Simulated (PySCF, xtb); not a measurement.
C₄H₄OSe, SMILES [C@@H]1([Se]C=C1)C=O.

GFN2-xTB in xtb at its own geometry gives an orbital gap of 2.20 eV and a dipole moment of 2.62 D.

Geometry optimised at ωB97X-D3(BJ)/def2-SVP. The structure was generated by enumeration; whether it is a known compound was not checked. Other conformers were not sampled.

### Question
What does PBE/def2-TZVP (PySCF) give? (An estimate is asked for; the answer gives what the named calculation found.)

### Answer
gap 2.82 eV (levels -5.41 and -2.58 eV), dipole 2.13 D.
